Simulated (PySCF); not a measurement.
Magnetic shielding above rings: a mixed set.

Definitions: NICS(0) = −σiso at the ring centroid; NICS(1) = −σiso and NICS(1)zz = −σzz at ±1 Å along the ring normal z. Level: GIAO PBE0/pcSseg-1 (PySCF, non-relativistic, gas phase) on the GFN2-xTB geometries, one conformer each. Atom numbers follow the mapped SMILES.

Problem. Order these rings by mean NICS(1)zz, lowest (most negative) first (ppm).
A. ring C3–C4–C5–O7 in `[O:1]=[CH:2][C:3]1=[CH:4][C@H:5]([F:6])[O:7]1`
B. ring Si3–C5–S6–C7 in `[CH3:1][CH2:2][Si:3]1([F:4])[CH2:5][S:6][CH2:7]1`
C. ring C3–C4–P6–C7–C9 in `[CH2:1]=[CH:2][c:3]1[c:4]([CH3:5])[pH:6][c:7]([CH3:8])[c:9]1[F:10]`
D. ring C3–C4–N5–N6–N8 in `[CH3:1][CH2:2][c:3]1[cH:4][n:5][n:6]([SiH3:7])[n:8]1`
E. ring C4–C5–C6–C7–C8–C10 in `[CH3:1][CH2:2][PH:3][c:4]1[cH:5][cH:6][cH:7][c:8]([F:9])[cH:10]1`
F. ring P4–C5–C6–C8–C10 in `[CH:1]#[C:2][CH2:3][P:4]1[CH2:5][C:6]([CH3:7])=[C:8]([F:9])[CH2:10]1`
G. ring Si3–N4–C5–C6–N9 in `[CH2:1]=[N:2][Si@@H:3]1[NH:4][CH2:5][C@@H:6]([CH2:7][F:8])[NH:9]1`

Solution. D (-33.5), E (-26.9), C (-7.4), G (-4.5), F (-2.4), A (2.0), B (4.7).

```
                   SMILES                                                           ring  NICS(0)  NICS(1)  NICS(1)zz  HOMA  rms pucker (Å)  ring atoms with four or more neighbours
        CCc1cnn([SiH3])n1            5-membered ring with 3 N; formal bonds all aromatic    -12.8    -13.4      -33.5  0.95            0.00                                        0
           CCPc1cccc(F)c1               6-membered carbocycle; formal bonds all aromatic     -9.4    -10.8      -26.9  0.99            0.01                                        0
     C=Cc1c(C)[pH]c(C)c1F  5-membered ring with P; bonds drawn aromatic by RDKit's count     -6.2     -5.2       -7.4  0.01            0.04                                        0
C=N[Si@@H]1NC[C@@H](CF)N1       5-membered ring with 2 N and Si; formal bonds all single     -7.6     -2.8       -4.5     –            0.16                                        3
       C#CCP1CC(C)=C(F)C1        5-membered ring with P; formal bonds 1 double, 4 single     -5.3     -3.5       -2.4     –            0.10                                        2
        O=CC1=C[C@H](F)O1        4-membered ring with O; formal bonds 1 double, 3 single     -2.5     -1.4        2.0     –            0.01                                        1
           CC[Si]1(F)CSC1         4-membered ring with S and Si; formal bonds all single     -3.3     -0.8        4.7     –            0.03                                        3
```

NICS(0) gives another order. The isotropic NICS(1) gives another order. HOMA uses Krygowski's 1993 parameters; it is left out where a ring has a four-coordinate atom, a triple bond, no multiple bond or a kind of bond without parameters. NICS(1) and NICS(1)zz are means over the two faces.
